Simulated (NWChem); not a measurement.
Program: NWChem. System: CH4OPb, charge 0, spin multiplicity 1, at a geometry optimised with PBE0/def2-SVP with def2 effective core potentials on Pb. The structure started from a generated list of species. Level: G0W0@PBE/def2-TZVP with def2 effective core potentials on Pb, RI basis def2-tzvp-rifit, no spin-orbit coupling.

Input file:

```
start mol
memory heap 200 mb stack 700 mb global 1700 mb
geometry units angstroms nocenter noautoz
  Pb     0.200139     0.413247     0.000000
  H      1.665804    -0.759865     0.000000
  O     -1.202457    -1.153166     0.000000
  C     -0.958319    -2.519825     0.000000
  H     -1.413794    -3.000986     0.888302
  H     -1.413794    -3.000986    -0.888302
  H      0.119972    -2.780144     0.000000
  symmetry group Cs
end
basis spherical
  * library def2-tzvp
end
ecp
  Pb library def2-ecp
end
basis "ri basis" bse spherical
  * library def2-tzvp-rifit
end
dft
  xc xpbe96 cpbe96
  iterations 100
  direct
  tolerances tight
end
task dft energy
gw
  states alpha occ 4 vir 2
end
task dft gw
```

Part of the output:

```
             Northwest Computational Chemistry Package (NWChem) 7.3.0
             --------------------------------------------------------

                                NWChem Input Module
                                -------------------

 Scaling coordinates for geometry "geometry" by  1.889725989
 (inverse scale =  0.529177249)

 Turning off AUTOSYM since
 SYMMETRY directive was detected!

                             Geometry "geometry" -> ""
                             -------------------------

 Output coordinates in angstroms (scale by  1.889725989 to convert to a.u.)

  No.       Tag          Charge          X              Y              Z
 ---- ---------------- ---------- -------------- -------------- --------------
    1 Pb                  82.0000     0.20013900     0.41324700     0.00000000
    2 H                    1.0000     1.66580400    -0.75986500     0.00000000
    3 O                    8.0000    -1.20245700    -1.15316600     0.00000000
    4 C                    6.0000    -0.95831900    -2.51982500     0.00000000
    5 H                    1.0000    -1.41379400    -3.00098600     0.88830200
    6 H                    1.0000    -1.41379400    -3.00098600    -0.88830200
    7 H                    1.0000     0.11997200    -2.78014400     0.00000000

 Effective nuclear repulsion energy (a.u.)     343.5794967408

            Nuclear Dipole moment (a.u.)
            ----------------------------
        X                 Y               Z
 ---------------- ---------------- ----------------
     0.0000302356    -0.0000094486     0.0000000000

      Symmetry information
      --------------------

 Group name             Cs
 Group number              2
 Group order               2
 No. of unique centers     6

      Symmetry unique atoms

     1    2    3    4    5    7


 Summary of "ao basis" -> "" (spherical)
 ------------------------------------------------------------------------------
       Tag                 Description            Shells   Functions and Types
 ---------------- ------------------------------  ------  ---------------------
[...]
     ---------------------------------

     L   x y z        total         alpha         beta         nuclear
     -   - - -        -----         -----         ----         -------
     0   0 0 0      0.000000    -20.000000    -20.000000     40.000000

     1   1 0 0      0.299332     11.495887     11.495887    -22.692442
     1   0 1 0      0.546420     23.700923     23.700923    -46.855425
     1   0 0 1     -0.000000     -0.000000     -0.000000      0.000000

     2   2 0 0    -34.287369    -61.327787    -61.327787     88.368205
     2   1 1 0      1.093755    -60.674760    -60.674760    122.443275
     2   1 0 1      0.000000      0.000000      0.000000      0.000000
     2   0 2 0    -30.150768   -155.794744   -155.794744    281.438721
     2   0 1 1     -0.000000     -0.000000     -0.000000      0.000000
     2   0 0 2    -28.460890    -17.048302    -17.048302      5.635714

 Task  times  cpu:       36.6s     wall:       36.6s

                                NWChem Input Module
                                -------------------

                                 NWChem GW Module
                                 ----------------

                             ***********************
                             ***        GW       ***
                             ***********************

 Summary of "ri basis" -> "ri basis" (spherical)
 ------------------------------------------------------------------------------
       Tag                 Description            Shells   Functions and Types
 ---------------- ------------------------------  ------  ---------------------
 Pb                     def2-tzvp-rifit             38      184   9s8p8d6f4g3h
 H                      def2-tzvp-rifit              7       15   4s2p1d
 O                      def2-tzvp-rifit             22       76   8s6p4d3f1g
 C                      def2-tzvp-rifit             22       76   8s6p4d3f1g

                 Memory Information
                 ------------------
          Available GA per process is          1699.9 MBs
          Available stack per process is        700.0 MBs
          Available heap per process is           0.1 MBs

          Peak memory in Initialization
              Peak GA per process is                 10.4 MBs
              Peak stack per process is               0.2 MBs
              Peak heap per process is               10.9 MBs
              Memory not in MA per process            0.0 MBs

          Peak memory in AFF Calculation
              Peak GA per process is                 57.0 MBs
              Peak stack per process is              41.1 MBs
              Peak heap per process is                0.0 MBs
              Memory not in MA per process           41.1 MBs

          Computing 2-center integrals
          Computing Inverse Cholesky factor
          Computing 3-center integrals
          Computing V_xc ...

          Computing Sigma_x
          Computing RPA polarizability
          Solving quasiparticle equations

                  Alpha Orbitals
          State     Energy (eV)     Error (eV)
          -----------------------------------
@GW        17        -12.236           0.002
@GW        18         -8.564           0.005
@GW        19         -8.243           0.005
@GW        20         -8.561           0.002
@GW        21         -0.701           0.002
@GW        22          1.222           0.002

   Applying  -2.6662 eV scissor-shift to rest of particle states

   Applying   2.4221 eV scissor-shift to rest of hole states

     GW Timing Statistics
   ------------------------
   Init.   :          0.3s
     ERIs  :          2.8s
     Distr.:          0.0s
     Vxc   :          0.4s
   Sigma_x :          0.0s
   RPA     :          2.8s
   Wmn     :          0.1s
   Sigma_c :          0.1s
   GW total:          6.4s

 Task  times  cpu:        6.4s     wall:        6.4s

 Total times  cpu:       43.1s     wall:       43.1s
```
